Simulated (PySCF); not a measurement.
## Polarisability and C₆ of Kr²⁺ (krypton, charge +2)

[Ar] 3d10 4s2 4p4, high-spin 3P determinant. All numbers are calculated (PySCF 2.14, no relativity, point nucleus, in def2-TZVPPD (7s6p5d1f, 57 functions)). Coupled (time-dependent) response in atomic units; α is the mean over directions.

```tsv
method	mean α (bohr³)	α xx, yy, zz	C₆ (like pair)	S(−4)
UHF	7.549	7.612, 7.422, 7.612	36.79	11.14
PBE	7.589	7.574, 7.618, 7.574	36.95	11.30
PBE0	7.536	7.547, 7.515, 7.547	36.64	11.08
PW91	7.582	7.565, 7.615, 7.565	36.87	11.31
revPBE	7.610	7.600, 7.628, 7.600	37.11	11.38
```

S(−4) is the Cauchy moment in α(ω) = α(0) + S(−4) ω² + …

Spin-orbit coupling is absent.

α(iu) at UHF:

```csv
u (hartree),α(iu) (bohr³)
0,7.549
0.0500,7.521
0.100,7.439
0.200,7.131
0.300,6.677
0.500,5.571
0.750,4.243
1.00,3.207
1.50,1.923
2.00,1.254
3.00,0.6500
5.00,0.2729
```

A single London oscillator, α(iu) = α/(1 + u²/ω²), gives C₆ = (3/4) ω α². Matching the computed C₆ needs ω = 4 × 36.79 / (3 × 7.549²) = 0.861 hartree.

For an ion, C₆ is the dispersion term alone; charge-induced terms of lower order in 1/R come first.

The components differ because the open shell of this determinant is not spherical; for a pure term their mean is the scalar polarisability.
